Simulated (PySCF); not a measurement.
C₃H₈O₂Si. Atoms are numbered in the order given.

```xyz
14

O      2.6522    -0.0484     0.5283
C      1.7349     0.0889    -0.5643
Si     0.0084     0.4846     0.1260
C     -1.0583    -0.9306     0.8220
O     -2.1247    -0.6040    -0.1048
C     -1.5607     0.4173    -0.9615
H      2.7455     0.8233     0.9425
H      2.0817     0.8313    -1.3121
H      1.7195    -0.8841    -1.0817
H      0.1641     1.6850     1.0015
H     -0.6793    -1.9566     0.6532
H     -1.4146    -0.8674     1.8647
H     -2.2181     1.3037    -1.0008
H     -1.4313     0.0459    -1.9965
```
Charge 0, spin multiplicity 1.

Geometry optimised at TPSSh-D3(BJ)/def2-SVP. A frequency run showed that this geometry is not a minimum. The structure was generated by enumeration, and PubChem lists no compound with its InChIKey, so it may never have been made. One conformer was computed; it need not be the lowest.

The numbers are results of PySCF with TPSSh-D3(BJ)/def2-SVP, not measurements.

Frequencies are harmonic and unscaled.

Computed normal modes with their intensities:
| mode | ν (cm⁻¹) | IR (km/mol) | moving atoms (share of kinetic energy) |
|---|---|---|---|
| 1 | 42i | 5.0 | O 54 %, H 21 %, C 15 %, Si 9 % |
| 2 | 71 | 3.7 | O 47 %, C 19 %, H 19 %, Si 15 % |
| 3 | 123 | 4.0 | C 31 %, H 30 %, O 24 %, Si 14 % |
| 4 | 195 | 3.9 | H 48 %, C 30 %, Si 19 % |
| 5 | 273 | 1.3 | O 40 %, C 29 %, H 18 %, Si 13 % |
| 6 | 338 | 158.2 | H 88 % |
| 7 | 480 | 3.7 | C 32 %, Si 27 %, H 21 %, O 19 % |
| 8 | 583 | 6.0 | H 90 %, C 9 % |
| 9 | 629 | 20.0 | H 64 %, C 26 % |
| 10 | 671 | 26.0 | C 46 %, Si 27 %, H 23 % |
| 11 | 723 | 18.6 | C 42 %, H 34 %, Si 21 % |
| 12 | 778 | 7.1 | C 42 %, H 33 %, O 15 %, Si 10 % |
| 13 | 821 | 19.5 | H 76 %, C 18 % |
| 14 | 833 | 40.1 | H 61 %, C 25 %, Si 13 % |
| 15 | 887 | 52.3 | H 66 %, C 17 %, O 9 % |
| 16 | 921 | 69.7 | C 52 %, O 25 %, H 15 % |
| 17 | 1032 | 37.6 | O 46 %, C 46 % |
| 18 | 1038 | 163.0 | C 51 %, O 44 % |
| 19 | 1136 | 47.4 | H 95 % |
| 20 | 1161 | 4.7 | H 87 % |
| 21 | 1173 | 0.9 | H 92 % |
| 22 | 1233 | 0.5 | H 73 %, C 18 %, O 9 % |
| 23 | 1268 | 0.0 | H 70 %, C 27 % |
| 24 | 1286 | 0.6 | H 76 %, C 22 % |
| 25 | 1370 | 36.4 | H 83 %, C 9 % |
| 26 | 1460 | 3.1 | H 94 % |
| 27 | 1466 | 0.6 | H 93 % |
| 28 | 1487 | 1.5 | H 93 % |
| 29 | 2218 | 148.2 | H 97 % |
| 30 | 2980 | 41.1 | H 94 % |
| 31 | 3000 | 84.3 | H 95 % |
| 32 | 3011 | 24.1 | H 94 % |
| 33 | 3061 | 27.6 | H 91 %, C 9 % |
| 34 | 3069 | 29.6 | H 91 %, C 9 % |
| 35 | 3087 | 12.6 | H 91 %, C 9 % |
| 36 | 3771 | 29.3 | H 94 % |
